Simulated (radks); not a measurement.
Values are calculated unless marked as measured or tabulated.
Q: Coherent X-ray form factor from a spherical all-electron density. Level of theory: Dirac Kohn-Sham, PBE, spin-unpolarised, spherical densities, finite nucleus; Fermi nuclear charge, rms radius of each element as measured or else 0.836 A^(1/3) + 0.57 fm (a radial shooting solver on a logarithmic mesh with Libxc functionals).

sin(theta)/lambda (1/angstrom),f0 (electrons)
0.05,68.769
0.1,65.941
0.15,62.646
0.2,59.225
0.25,55.741
0.3,52.292
0.4,45.906
0.5,40.472
0.6,35.908
0.8,28.711
1,23.503
1.25,19.210
1.5,16.550
2,13.058

The species is in the configuration that NIST lists as its ground one. Which atom or ion scatters so?

A: Neutral ytterbium, [Xe] 4f14 6s2. Extrapolating in s^2 from the first two rows gives f0(0) = 69.7, near the electron count 70; among species with that count, the fall with angle is slower the higher Z, and the table is that of Z = 70; from so few rows the species is fixed only to a neighbour or two.
